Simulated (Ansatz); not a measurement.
Geometry optimisation, RKS r2SCANh/STO-3G in Ansatz 0.2.0.

The input (input.yaml):

```yaml
crystal:
  periodic: [false, false, false]
  atoms:
    - { symbol: Si, position_ang: [0.0, 0.0, 0.0] }
    - { symbol: "N", position_ang: [0.0, 0.0, 1.82] }
    - { symbol: H, position_ang: [-0.877, -0.2713, 2.35] }
    - { symbol: H, position_ang: [0.877, 0.2713, 2.35] }
    - { symbol: Cl, position_ang: [2.0086, 0.0, -0.7093] }
    - { symbol: Cl, position_ang: [-1.0032, 1.7381, -0.7093] }
    - { symbol: Cl, position_ang: [-1.0032, -1.7381, -0.7093] }
basis:
  gaussian: { orbitals: STO-3G }
hamiltonian:
  xc: r2scanh
relax:
  f_tol: 0.02
  max_steps: 40
```

Command:

```bash
$ ansatz run input.yaml --threads 1 --pin off --max-ram 2048MiB --backend cpu --events-out ev --progress --plain --runs-dir out
```

Task: Where does it end, and by what steps?

Result: The run converged. Limits of this set-up: minimal basis. After 10 steps the energy has fallen by 0.436 eV; H4 moved furthest, 0.23 Å.

| step | energy less start (eV) | largest force component (eV/Å) | accepted |
| --- | --- | --- | --- |
| 0 | 0.0000 | 3.175 | yes |
| 1 | -0.3797 | 1.678 | yes |
| 2 | -0.4294 | 0.362 | yes |
| 3 | -0.4337 | 0.049 | yes |
| 4 | -0.4354 | 0.047 | yes |
| 5 | -0.4097 | 0.991 | no |
| 6 | -0.4357 | 0.064 | yes |
| 7 | -0.4357 | 0.147 | yes |
| 8 | -0.4357 | 0.087 | no |
| 9 | -0.4362 | 0.033 | yes |
| 10 | -0.4362 | 0.003 | yes |

```xyz
7
Properties=species:S:1:pos:R:3
Si 0.008 -0.015 0.064
N 0.071 -0.132 1.749
H -0.775 -0.360 2.291
H 0.733 0.445 2.289
Cl 1.974 0.006 -0.646
Cl -0.933 1.710 -0.705
Cl -1.075 -1.655 -0.650
```

Whether the end is a true minimum wasn't checked by a vibrational analysis.

The run took 46 s on 1 thread of Intel(R) Xeon(R) Platinum 8259CL CPU @ 2.50GHz (Skylake/Cascade Lake) (shared host), peak memory 0.16 GiB.
